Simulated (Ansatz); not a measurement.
Species: BeCl, net charge 1, singlet state. 
Geometry from a B3LYP-D3(BJ)/def2-TZVP (Ansatz, an electronic-structure program) optimisation:
```
Be
Cl 1 1.7275
```
Charge +1, spin multiplicity 1.

Computed values are from Ansatz. Cores are frozen in the correlated levels unless marked. UHF or UKS for open shells. Spin-orbit coupling is left out. No relativistic terms. CBS marks a two-point X^-3 extrapolation of the correlation energy; Hartree-Fock from the larger set.

Question: What is the total energy at CCSD(T)/CBS(def2-TZVPPD,def2-QZVPPD)?

Answer: -474.1548 Eh.

Question: What is the vertical ionisation energy (to the doublet) at CCSD(T)/CBS(def2-TZVPPD,def2-QZVPPD)?

Answer: 19.12 eV.

Question: What is the T1 diagnostic at CCSD/def2-QZVPPD?

Answer: 0.011.

Question: What is the vertical electron affinity (to the doublet; negative means unbound) at CCSD(T)/CBS(def2-TZVPPD,def2-QZVPPD)?

Answer: 8.61 eV.
